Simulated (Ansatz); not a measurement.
Relaxation of C3H12BNSi (18 atoms, charge 0, multiplicity 1), to a largest force component of 0.02 eV/Å in at most 40 steps.

The calculation used Ansatz 0.2.0, RKS PBE-D4/STO-3G.

```xyz
18
Properties=species:S:1:pos:R:3:forces:R:3
C 0.730 -2.033 -0.209 -1.95 2.01 1.31
C 1.195 -0.723 -0.894 0.82 0.66 1.31
B 0.441 0.586 -0.328 2.07 1.27 0.82
N 1.354 1.641 0.441 -6.89 -2.26 1.49
C -1.081 0.810 -0.577 0.16 0.17 -0.11
Si -2.000 0.774 1.067 -0.21 0.47 0.71
H 1.251 -2.866 -0.622 0.78 -1.55 -0.29
H -0.365 -2.107 -0.427 0.41 -0.54 0.29
H 0.854 -1.927 0.918 0.02 -0.56 -1.22
H 2.294 -0.637 -0.693 -0.40 0.08 -0.50
H 1.012 -0.777 -1.966 0.06 -0.23 -0.81
H 1.742 1.157 1.275 1.23 -0.17 -0.05
H 2.001 1.974 -0.202 3.98 1.24 -2.45
H -1.262 1.819 -1.018 -0.01 -0.38 0.07
H -1.489 0.015 -1.224 -0.15 0.23 -0.20
H -1.789 -0.522 1.714 -0.11 0.18 -0.08
H -1.481 1.841 1.958 -0.30 -0.51 -0.40
H -3.445 0.986 0.841 0.50 -0.12 0.09
```

Problem. Where does it end, and by what steps?

Solution. The run converged. Limits of this set-up: minimal basis. After 15 steps the energy has fallen by 2.353 eV; H13 moved furthest, 1.25 Å.

```tsv
step	energy less start (eV)	largest force component (eV/Å)	accepted
0	0.0000	6.895	yes
1	-0.7211	1.791	yes
2	-0.9147	1.237	yes
3	-1.1333	1.961	yes
4	-1.4065	1.613	yes
5	-1.7059	1.886	yes
6	-1.9792	1.676	yes
7	-2.2031	1.588	yes
8	-2.1898	0.964	no
9	-2.3019	0.979	yes
10	-2.3385	0.439	yes
11	-2.3002	0.973	no
12	-2.3509	0.054	yes
13	-2.3519	0.063	yes
14	-2.3524	0.028	yes
15	-2.3526	0.012	yes
```

```xyz
18
Properties=species:S:1:pos:R:3
C 0.530 -2.056 -0.142
C 1.260 -0.816 -0.747
B 0.594 0.587 -0.367
N 1.415 1.588 0.161
C -0.951 0.880 -0.568
Si -1.926 0.681 1.039
H 1.013 -2.999 -0.464
H -0.527 -2.087 -0.465
H 0.545 -2.028 0.964
H 2.327 -0.853 -0.448
H 1.246 -0.928 -1.853
H 2.440 1.470 0.332
H 1.084 2.547 0.422
H -1.118 1.914 -0.925
H -1.388 0.203 -1.323
H -1.771 -0.653 1.597
H -1.463 1.645 2.027
H -3.346 0.916 0.812
```

Whether the end is a true minimum wasn't checked by a vibrational analysis.

The run took 53 s on 1 thread of Arm Neoverse V2 (shared host), peak memory 0.14 GiB.
